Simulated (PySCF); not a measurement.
**State search for CuCl**

Unrestricted PBE0; basis Cu def2-TZVPPD, Cl def2-TZVPPD; no relativity; PySCF 2.14. Outer shells of the fragments: Cu 3d10 4s1; Cl 3s2 3p5.

Followed along the bond (rough minima from three points):

| 2Ms+1 | unpaired | ⟨S²⟩ at the start | R at minimum (Å) | Te (eV) |
| --- | --- | --- | --- | --- |
| 1 | none | 0.00 | 2.08 | 0.00 |
| 3 | σ ↑↑ | 2.00 | 2.14 | 2.28 |

Solutions found at the starting distance of 2.105 Å, counted from the lowest of them; the search is not exhaustive and high or unbound solutions are not listed, so other states can lie among these:

```csv
2Ms+1,unpaired,term,E (eV),⟨S²⟩,⟨Lz²⟩,μ (D)
1,none,¹Σ⁺,0.00,0.00,0.00,-5.31
3,σ ↑↑,³Σ⁺,2.29,2.00,0.00,-1.81
3,"σ ↑, π ↑",³Π,2.43,2.01,1.01,-0.99
1,"σ ↑, π ↓",mixed,2.55,1.01,1.01,-0.88
3,"σ ↑, δ ↑",³Δ,3.08,2.00,4.00,-2.62
1,"σ ↑, δ ↓",mixed,3.20,1.00,4.00,-2.44
```

A term symbol is given only where ⟨S²⟩ and ⟨Lz²⟩ are close to those of a pure state; real π, δ and φ orbitals otherwise mix terms. A positive dipole means Cu(−)Cl(+).

Counting both spins, an empty level lies below a filled one in some of these solutions, because spin and occupation are held.
